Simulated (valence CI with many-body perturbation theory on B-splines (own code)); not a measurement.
From CI to CI+MBPT in F4+

Calculated by relativistic CI+MBPT: three valence electrons over a frozen Dirac-Fock core [He], a basis of 11 s, 11 p, 9 d, 7 f, 5 g, 2 h, 1 i functions for each j, with the one-electron correlation potential Σ1 (screened to all orders), the two-electron term Σ2, the three-electron term Σ3, Breit, model QED; selected single and double excitations, second order for the rest, scaled by the run's own slope (own B-spline code, finite nucleus).

Against 24 measured levels this calculation errs by 90 cm⁻¹ on average and by 220 at most. These come from a selection out of Moore, Atomic Energy Levels, vol. I, NSRDS-NBS 35 (1971 reprint of NBS Circular 467, 1949), an old analysis. Levels without a partner in it may be off by more.

Each rung adds one term. CI alone is the Dirac-Coulomb CI over the frozen core; QED comes last and gives the full result, which names the levels. Energies are above 2s²2p ²P°_1/2 on the same rung, in eV.

```
        Level  CI alone    + Σ1    + Σ2    + Σ3  + Breit    Full
2s²2p ²P°_3/2     0.102   0.103   0.103   0.103    0.092   0.092
 2s2p² ⁴P_1/2    10.722  10.629  10.626  10.632   10.634  10.627
 2s2p² ⁴P_3/2    10.756  10.664  10.661  10.667   10.665  10.658
 2s2p² ⁴P_5/2    10.812  10.721  10.718  10.724   10.710  10.703
 2s2p² ²D_5/2    19.113  19.030  18.991  18.980   18.970  18.963
 2s2p² ²D_3/2    19.112  19.029  18.991  18.980   18.972  18.965
 2s2p² ²S_1/2    24.640  24.564  24.550  24.524   24.522  24.516
 2s2p² ²P_1/2    26.962  26.876  26.691  26.670   26.670  26.663
 2s2p² ²P_3/2    27.029  26.944  26.759  26.738   26.728  26.721
  2p³ ⁴S°_3/2    34.668  34.485  34.306  34.293   34.287  34.273
  2p³ ²D°_5/2    38.439  38.267  38.140  38.127   38.115  38.100
  2p³ ²D°_3/2    38.437  38.265  38.138  38.125   38.121  38.107
  2p³ ²P°_1/2    43.423  43.262  43.128  43.111   43.108  43.094
  2p³ ²P°_3/2    43.428  43.267  43.134  43.116   43.111  43.097
 2s²3s ²S_1/2    64.945  65.121  65.082  65.068   65.051  65.054
2s²3p ²P°_1/2    69.997  70.152  70.116  70.102   70.087  70.088
2s²3p ²P°_3/2    70.021  70.177  70.140  70.127   70.109  70.110
 2s²3d ²D_3/2    74.578  74.766  74.723  74.710   74.690  74.691
 2s²3d ²D_5/2    74.583  74.771  74.728  74.715   74.694  74.696
```

(1) How does the ionisation energy move along the ladder, and which term matters most?

Answers

(1) CI alone 114.11, + Σ1 114.31, + Σ2 114.27, + Σ3 114.25, + Breit 114.23, + QED 114.24 eV. The largest step is Σ1, 0.20 eV. NIST lists 114.249 eV (semi-empirical).
